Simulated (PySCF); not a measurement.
C₄H₁₁N₃P₂.
Atom-mapped SMILES: `[CH3:1][N:2]1[CH:3]=[CH:4][N:5]([CH3:6])[P:7]1(=[NH:8])[PH2:9]`

NICS is the negative of the GIAO shielding at a point without a nucleus: at the ring centre (0) and 1 Å above and below it (1); zz is the component along the ring normal. Level: GIAO PBE/pcSseg-1 (PySCF, non-relativistic, gas phase) on the PBE0-D3(BJ)/def2-SVP geometry, one conformer.

Ring bond lengths (Å): N2–C3 1.397, C3–C4 1.348, C4–N5 1.396, N5–P7 1.709, P7–N2 1.709.

**Question.** Give the NICS values of each ring in ppm.

**Answer.** 
```csv
ring,type,NICS(0),"NICS(1), two faces","NICS(1)zz, two faces",rms pucker (Å),"centre to ring atoms, mean (Å)"
N2–C3–C4–N5–P7,"5-membered ring with 2 N and P; formal bonds 1 double, 4 single",-7.4,-3.6 / -4.3,-5.5 / -5.0,0.04,1.28
```

**Question.** What can be read from them?

**Answer.** 
- N2–C3–C4–N5–P7: mean NICS(1)zz -5.2 ppm, shielded. P7 has four or more neighbours, and the NICS criterion for π rings isn't applied.

**Question.** At the first NICS(1) probe listed for ring N2–C3–C4–N5–P7, 1 Å off the ring, what do the in-plane components average?

**Answer.** The isotropic value is a third of the trace: (3 × -3.6 − (-5.5))/2 = -2.7 ppm.

**Question.** What are the shieldings of the ring atoms and their hydrogens in the same run (means over atoms taken as equivalent)?

**Answer.** 
| atoms | environment | σ isotropic (ppm) |
| --- | --- | --- |
| N2 (×2) | nitrogen bonded to 2 C and P | 145.4 |
| C3 (×2) | vinylic carbon bearing nitrogen | 64.8 |
| P7 | phosphorus bonded to 3 N and P | 275.8 |
| H on C3 (×2) | vinylic hydrogen | 25.62 |

**Question.** How do the values depend on the level or the medium?

**Answer.** 
| level | NICS(0), N2–C3–C4–N5–P7 | mean NICS(1)zz, N2–C3–C4–N5–P7 |
| --- | --- | --- |
| PBE/pcSseg-1, gas | -7.4 | -5.2 |
| PBE0/pcSseg-1, gas | -7.5 | -5.1 |
| PBE0/pcSseg-1, IEF-PCM chloroform | -7.7 | -5.6 |

The geometry is the same throughout; the continuum's cavity takes Bondi-type radii × 1.2.
